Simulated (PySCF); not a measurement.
# Correlation energy of Se³⁺ (selenium, charge +3)

[Ar] 3d10 4s2 4p1, 2P determinant. All numbers are calculated (PySCF 2.14, scalar relativity by spin-free X2C-1e, in aug-cc-pVQZ-DK (8s7p5d3f2g, 93 functions)). Frozen: [Ar] 3d10; 3 electrons correlated.

```tsv
level	correlation energy (mhartree)
CCSD	-58.52
(T)	-0.74
CCSD(T)	-59.26
```

Diagnostics: T1 = 0.0076, D1 = 0.0173, largest double amplitude 0.093.

Cost of the coupled-cluster step: roughly 19 core-seconds, for 3 correlated electrons.

Iterations:

```
CC2 = 0
CCSD nocc = (np.int64(2), np.int64(1)), nmo = (79, 79)
frozen orbitals [[0, 1, 2, 3, 4, 5, 6, 7, 8, 9, 10, 11, 12, 13], [0, 1, 2, 3, 4, 5, 6, 7, 8, 9, 10, 11, 12, 13]]
max_cycle = 100
direct = 0
conv_tol = 1e-08
conv_tol_normt = 1e-06
diis_space = 8
diis_start_cycle = 0
Init t2, MP2 energy = -0.0450557012362372
Init E_corr(UCCSD) = -0.0450557012371962
cycle = 1  E_corr(UCCSD) = -0.0539419181314363  dE = -0.00888621689  norm(t1,t2) = 0.0388458
cycle = 2  E_corr(UCCSD) = -0.0567819850214804  dE = -0.00284006689  norm(t1,t2) = 0.015097
cycle = 3  E_corr(UCCSD) = -0.0585346752918647  dE = -0.00175269027  norm(t1,t2) = 0.00631292
cycle = 4  E_corr(UCCSD) = -0.0585194295450473  dE = 1.52457468e-05  norm(t1,t2) = 0.000586653
cycle = 5  E_corr(UCCSD) = -0.0585253139414452  dE = -5.8843964e-06  norm(t1,t2) = 5.33317e-05
cycle = 6  E_corr(UCCSD) = -0.0585239779399792  dE = 1.33600147e-06  norm(t1,t2) = 6.77526e-06
cycle = 7  E_corr(UCCSD) = -0.0585243429795329  dE = -3.65039554e-07  norm(t1,t2) = 1.56094e-06
cycle = 8  E_corr(UCCSD) = -0.0585242887002011  dE = 5.42793318e-08  norm(t1,t2) = 3.05019e-07
cycle = 9  E_corr(UCCSD) = -0.0585242855454409  dE = 3.15476013e-09  norm(t1,t2) = 4.27923e-08
UCCSD converged
E(UCCSD) = -2425.912087342901  E_corr = -0.05852428554544092
UCCSD(T) correction = -0.000737004411895624
```
